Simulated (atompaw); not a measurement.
# Logarithmic derivatives: Tl (Z = 81), PAW (atompaw)

thallium (Tl), PAW, made with atompaw 4.2.0.5 (PBE, scalar-relativistic). Core [Xe] 4f14, reference 5d10 6s2 6p1. Waves: 6s (bound): rc 2.15 bohr; 6s channel at 0.1 Ry: rc 2.15 bohr; 6p (bound): rc 2.35 bohr; 6p channel at 3.65 Ry: rc 2.35 bohr; 5d (bound): rc 2.35 bohr; 5d channel at 1.25 Ry: rc 1.55 bohr. Local part: bessel scheme, radius 2.20 bohr. Core correction: smooth core density matched at 2.30 bohr. Augmentation charge: besselshape compensation charge, radius 2.20 bohr; PAW radius 2.35 bohr; waves and projectors: custom rrkj gramschmidtortho.

The phase is arctan(r·u′/u) with u = r·R(r), unwrapped; energies in Ry, scanned from -3 to 5 Ry. A pole is an energy at which the radial function vanishes at the test radius. The pseudo phase is shifted by a multiple of π to meet the all-electron one at the reference energy, and phase errors are pseudo minus all-electron; the curves can meet again beyond the range given. Levels narrower than the energy grid can be missing from the lists of poles.

| channel | radius (bohr) | reference energy (Ry) | poles, all-electron | poles, pseudo | unbroken range about the reference energy with phases within 0.05 rad | phase error 1 Ry above the reference energy (rad) |
| --- | --- | --- | --- | --- | --- | --- |
| s | 2.36 | -0.70 | 1.69 | 1.68 | below 4.8 | +0.000 |
| p | 2.36 | -0.17 | 3.77 | 3.77 | the whole range | -0.003 |
| d | 2.36 | -1.14 | -0.78 | -0.78 | the whole range | +0.000 |

Phases in the s channel:

```json
{"E (Ry)": "-3.00", "all-electron": "1.228", "pseudo": "1.228"}
{"E (Ry)": "-2.76", "all-electron": "1.199", "pseudo": "1.199"}
{"E (Ry)": "-2.52", "all-electron": "1.163", "pseudo": "1.162"}
{"E (Ry)": "-2.28", "all-electron": "1.115", "pseudo": "1.115"}
{"E (Ry)": "-2.04", "all-electron": "1.051", "pseudo": "1.051"}
{"E (Ry)": "-1.80", "all-electron": "0.960", "pseudo": "0.960"}
{"E (Ry)": "-1.56", "all-electron": "0.823", "pseudo": "0.823"}
{"E (Ry)": "-1.32", "all-electron": "0.603", "pseudo": "0.603"}
{"E (Ry)": "-1.08", "all-electron": "0.245", "pseudo": "0.245"}
{"E (Ry)": "-0.84", "all-electron": "-0.245", "pseudo": "-0.245"}
{"E (Ry)": "-0.60", "all-electron": "-0.693", "pseudo": "-0.693"}
{"E (Ry)": "-0.36", "all-electron": "-0.989", "pseudo": "-0.989"}
{"E (Ry)": "-0.12", "all-electron": "-1.170", "pseudo": "-1.170"}
{"E (Ry)": "0.12", "all-electron": "-1.286", "pseudo": "-1.286"}
{"E (Ry)": "0.36", "all-electron": "-1.366", "pseudo": "-1.366"}
{"E (Ry)": "0.60", "all-electron": "-1.424", "pseudo": "-1.424"}
{"E (Ry)": "0.84", "all-electron": "-1.469", "pseudo": "-1.469"}
{"E (Ry)": "1.08", "all-electron": "-1.504", "pseudo": "-1.504"}
{"E (Ry)": "1.32", "all-electron": "-1.534", "pseudo": "-1.534"}
{"E (Ry)": "1.56", "all-electron": "-1.559", "pseudo": "-1.559"}
{"E (Ry)": "1.80", "all-electron": "-1.581", "pseudo": "-1.581"}
{"E (Ry)": "2.04", "all-electron": "-1.601", "pseudo": "-1.601"}
{"E (Ry)": "2.28", "all-electron": "-1.619", "pseudo": "-1.620"}
{"E (Ry)": "2.52", "all-electron": "-1.637", "pseudo": "-1.638"}
{"E (Ry)": "2.76", "all-electron": "-1.654", "pseudo": "-1.656"}
{"E (Ry)": "3.00", "all-electron": "-1.671", "pseudo": "-1.673"}
{"E (Ry)": "3.24", "all-electron": "-1.688", "pseudo": "-1.691"}
{"E (Ry)": "3.48", "all-electron": "-1.706", "pseudo": "-1.711"}
{"E (Ry)": "3.72", "all-electron": "-1.725", "pseudo": "-1.732"}
{"E (Ry)": "3.96", "all-electron": "-1.745", "pseudo": "-1.756"}
{"E (Ry)": "4.20", "all-electron": "-1.768", "pseudo": "-1.783"}
{"E (Ry)": "4.44", "all-electron": "-1.794", "pseudo": "-1.818"}
{"E (Ry)": "4.68", "all-electron": "-1.823", "pseudo": "-1.862"}
{"E (Ry)": "4.92", "all-electron": "-1.859", "pseudo": "-1.923"}
```
